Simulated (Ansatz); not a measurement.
A nudged elastic band was laid between two geometries of C₂H₆Si₂ (10 atoms, charge 0, multiplicity 1).

These are results of RKS revPBE-D4/6-31G* in Ansatz, not measurements.

| Item | Value |
| --- | --- |
| movable images | 5 |
| climbing image | yes |
| spring | 5.0 eV/Å² |
| optimiser | quadratic models (default) |
| start path | IDPP |
| force threshold | 0.03 eV/Å |
| iteration limit | 60 |
| end points | relaxed |

Image 0:

```xyz
10
Properties=species:S:1:pos:R:3
C -0.922 2.331 -1.033
Si -0.840 0.515 -0.411
Si 0.831 -0.507 0.437
C 0.925 -2.334 1.025
H -1.006 2.367 -2.132
H -1.788 2.850 -0.589
H -0.003 2.859 -0.727
H 1.314 -2.387 2.056
H -0.088 -2.769 1.011
H 1.578 -2.926 0.364
```

Image 6:

```xyz
10
Properties=species:S:1:pos:R:3
C -0.912 2.386 -0.910
Si -0.765 0.738 0.066
Si 0.792 -0.717 -0.035
C 0.905 -2.392 0.900
H -1.658 2.302 -1.718
H -1.208 3.204 -0.233
H 0.068 2.633 -1.350
H 0.201 -2.380 1.750
H 0.652 -3.235 0.235
H 1.925 -2.540 1.295
```

Task: What changes between the two ends?

Result: No bond is made or broken. The dihedral Si2–Si3–C4–H10 goes from 111 to -136°.

Task: What energy profile does the band end with?

Result: It converged. The highest image is number 3 of 0 to 6, 0.003 eV above the ends, which have the same energy within 2 meV. The top lies less than 8 meV above the higher end, about what the thresholds resolve: that end is a shoulder or a very shallow well. A vibrational analysis at the climbing image gives no mode beyond 40i cm⁻¹: the surface is too flat there to confirm a saddle point.

```
image  path coordinate (Å)  energy (eV)  dihedral Si2–Si3–C4–H10 (°)
    0                 0.00        0.000                          111
    1                 0.44        0.000                          129
    2                 0.88        0.002                          149
    3                 1.32        0.003                          168
    4                 1.74        0.003                         -173
    5                 2.15        0.002                         -155
    6                 2.56        0.000                         -136
```

Task: What is the geometry of the highest image?

Result: 
```xyz
10
Properties=species:S:1:pos:R:3
C -0.909 2.380 -0.936
Si -0.848 0.634 -0.137
Si 0.849 -0.624 0.158
C 0.894 -2.381 0.936
H -1.389 2.343 -1.927
H -1.469 3.077 -0.290
H 0.120 2.761 -1.050
H 0.734 -2.336 2.025
H 0.131 -3.027 0.474
H 1.886 -2.828 0.747
```

The run took 52 s on 1 thread of Arm Neoverse V2 (shared host), peak memory 0.26 GiB.
